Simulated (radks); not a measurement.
The numbers below are computed, except where a source is named.
Question: The mean radii <r> (bohr) of the occupied orbitals of an atom or ion are listed with their occupations. Level of theory: Dirac Kohn-Sham, PBE, spin-unpolarised, spherical densities, finite nucleus; Fermi nuclear charge, rms radius of each element as measured or else 0.836 A^(1/3) + 0.57 fm (a radial shooting solver on a logarithmic mesh with Libxc functionals).

| orbital | occ. | <r> |
|---|---|---|
| 1s1/2 | 2 | 0.03706 |
| 2s1/2 | 2 | 0.1606 |
| 2p1/2 | 2 | 0.1371 |
| 2p3/2 | 4 | 0.1413 |
| 3s1/2 | 1 | 0.4055 |
| 3p1/2 | 2 | 0.3913 |
| 3p3/2 | 3 | 0.3981 |
| 4f5/2 | 1 | 0.6978 |

Name the element and its charge. Open shells, if any, fill j = l - 1/2 first.

Answer: Z = 40, zirconium, charge +23: Zr23+ in [Ne] 3s1 3p5 4f1. The 1s radius gives Z: for a bare nucleus <r> = (2 gamma + 1)/(2Z) with gamma = sqrt(1 - (Z/c)^2), 0.03641 bohr for Z = 40, and screening makes it slightly larger (0.03706 here). The occupations add up to 17, and the charge is Z minus that.
